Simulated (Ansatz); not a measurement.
Coupled-cluster run, CH9BOSi2 (`CB[SiH](O)[SiH3]`).

```yaml
crystal:
  periodic: [false, false, false]
  atoms:
    - {symbol: C, position_ang: [-1.160600, 0.056585, 1.901738]}
    - {symbol: B, position_ang: [-0.537908, -0.903278, 0.849572]}
    - {symbol: Si, position_ang: [1.064545, -0.378337, -0.231291]}
    - {symbol: O, position_ang: [1.882106, -1.596526, -1.010964]}
    - {symbol: Si, position_ang: [0.227976, 1.224475, -1.752731]}
    - {symbol: H, position_ang: [-0.775443, 1.077701, 1.916350]}
    - {symbol: H, position_ang: [-2.254362, 0.075798, 1.867711]}
    - {symbol: H, position_ang: [-0.917325, -0.395968, 2.877491]}
    - {symbol: H, position_ang: [-1.072621, -1.965237, 0.666526]}
    - {symbol: H, position_ang: [2.090053, 0.320906, 0.593303]}
    - {symbol: H, position_ang: [1.348121, -2.297317, -1.387187]}
    - {symbol: H, position_ang: [-0.835653, 0.635727, -2.615609]}
    - {symbol: H, position_ang: [1.300474, 1.751053, -2.640820]}
    - {symbol: H, position_ang: [-0.372465, 2.365417, -1.005290]}
basis:
  gaussian: {orbitals: def2-TZVPP}
correlation: {method: ccsd_t}
```

```sh
$ ansatz run in.yaml --threads 4 --pin off --events-out ev --progress --plain --max-ram 10444MiB
```

The program prints (abridged):

```
Functional definition: HF
1749 factors; integrals over basis functions are off by at most 1.2e-3 eV
mean field evaluation 1: about -19604.0967 eV, gradient 4.3e1 eV
mean field evaluation 2: about -19604.3514 eV, gradient 4.4e1 eV
mean field evaluation 4: about -19609.0103 eV, gradient 4.9e0 eV
mean field evaluation 8: about -19609.1152 eV, gradient 3.0e-1 eV
mean field evaluation 16: about -19609.1159 eV, gradient 1.4e-6 eV
mean field -19609.11590343 eV, -720.6217179147 hartree, gradient 1.4e-6 eV, S^2 0.000000; 0 other end points of the search recorded, 0 dependent functions left out
13 core orbitals not correlated: weight in the atoms' cores, before any rotation towards them, 1.000 or more for the frozen orbitals, at most 0.000 for the correlated occupied ones
reference -19609.11590343 eV, -720.6217179147 hartree; 15, 15 occupied and 275, 275 virtual orbitals, 1749 factors
second order -20.88513897 eV of doubles, -0.00000000 eV of singles
cycle   1  -22.00810499 eV  change    -1.1e0 eV  update   1.1e-1
cycle   2  -22.61276890 eV  change   -6.0e-1 eV  update   3.3e-2
cycle   3  -22.72584581 eV  change   -1.1e-1 eV  update   1.7e-2
cycle   4  -22.71617262 eV  change    9.7e-3 eV  update   4.6e-3
cycle   5  -22.71376110 eV  change    2.4e-3 eV  update   2.1e-3
cycle   6  -22.71378583 eV  change   -2.5e-5 eV  update   7.6e-4
cycle   7  -22.71341017 eV  change    3.8e-4 eV  update   3.3e-4
cycle   8  -22.71342422 eV  change   -1.4e-5 eV  update   1.4e-4
cycle   9  -22.71349780 eV  change   -7.4e-5 eV  update   6.0e-5
cycle  10  -22.71347864 eV  change    1.9e-5 eV  update   2.6e-5
perturbative correction -0.82308025 eV, -0.0302476414 hartree
Total energy: -19632.65246232 eV, -721.4866705006 hartree
```

Hardware: 4 threads of an Arm Neoverse V2 on a shared host. Wall time 13 min, peak host memory 3.8 GiB.

The correlation energy is -23.537 eV, 3.5 % of it from (T); the T1 diagnostic reads 0.0129.
